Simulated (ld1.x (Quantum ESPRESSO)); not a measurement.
## What one change does to a pseudopotential (Co (Z = 27), RRKJ)

```
Element                 : Co
Generator               : ld1.x (Quantum ESPRESSO) 7.5
Type                    : norm-conserving RRKJ (Kleinman–Bylander form)
Functional              : LDA (PZ)
Relativity              : non-relativistic
Frozen core             : [Ne]
Valence charge          : 17
Reference configuration : 3s2 3p6 3d8 4s1 4p0
Partial waves           : 3s (bound): rc 1.10 bohr; 3d (bound): rc 1.75 bohr; 3p (bound): rc 1.00 bohr
Local potential         : the p channel
Core correction         : none
```

Occupied shells without a wave of their own: 4s. They enter only through the test configuration that unscreens the potential.

Change: scalar-relativistic.

Cutoffs: the cutoffs (Ry, on a coarse ladder) from which the occupation-weighted sum of valence levels, in a spherical-Bessel basis at the reference potential, stays within 10 and 1 mRy of its value at 400 Ry; they do not see the model core or the augmentation charge, which bear on the density cutoff. Errors are all-electron minus pseudo energies relative to the spin-unpolarised reference configuration.

How do hardness, ghosts and transferability respond?

The potential gets neither clearly harder nor softer (110 Ry and 160 Ry → 100 Ry and 160 Ry); the s channel sets the loose cutoff, while the largest relative change is in p, which becomes harder; of the 9 tests that both files solve, the error grows in 2 and shrinks in 0 by more than 15 % and 0.3 meV (median size 148.4 → 172.0 meV); neither file shows a bound ghost.

```csv
quantity,base,changed
"cutoff, loose",110 Ry,100 Ry
"cutoff, tight",160 Ry,160 Ry
loose cutoff by channel (10 mRy a level),"s 80 Ry, d 50 Ry, p 60 Ry","s 80 Ry, d 50 Ry, p 70 Ry"
bound ghosts,none,none
"largest miss of a reference level, eV",0.13,0.14
"error for 3s2 3p6 3d7 4s2 4p0, meV [ΔE 1.58 → 1.24 eV]",+222,+236
"error for 3s2 3p6 3d7 4s1 4p0, meV [ΔE 10.72 → 10.53 eV]",+17,+15
"error for 3s2 3p6 3d7 4s0 4p0, meV [ΔE 27.56 → 27.62 eV]",-311,-336
"error for 3s2 3p6 3d6 4s0 4p0, meV [ΔE 63.98 → 63.81 eV]",-286,-337
"error for 3s2 3p6 3d7 4s1.5 4p0, meV [ΔE 5.24 → 4.96 eV]",+133,+140
"error for 3s2 3p6 3d7 4s0 4p2, meV [ΔE 10.41 → 10.38 eV]",-148,-169
"error for 3s1 3p6 3d7 4s2 4p0, meV [ΔE 109.08 → 111.23 eV]",-141,-172
"error for 3s2 3p6 3d8 4s1 4p0 (spin-polarised), meV [ΔE -1.14 eV]",+48,+50
"error for 3s2 3p6 3d7 4s2 4p0 (spin-polarised), meV [ΔE -0.42 → -0.74 eV]",+327,+346
s: phases at 1.91 bohr within 0.05 rad from the reference energy up to (Ry; the scan ends near 5),-0.1,-0.2
p: phases at 1.91 bohr within 0.05 rad from the reference energy up to (Ry; the scan ends near 5),to the end of the scan,to the end of the scan
d: phases at 1.91 bohr within 0.05 rad from the reference energy up to (Ry; the scan ends near 5),1.8,1.8
```

Base: The 4s level has no wave, so the channel is fitted at the deeper level alone: the likely source of the large errors. Changed file: The 4s level has no wave, so the channel is fitted at the deeper level alone: the likely source of the large errors.
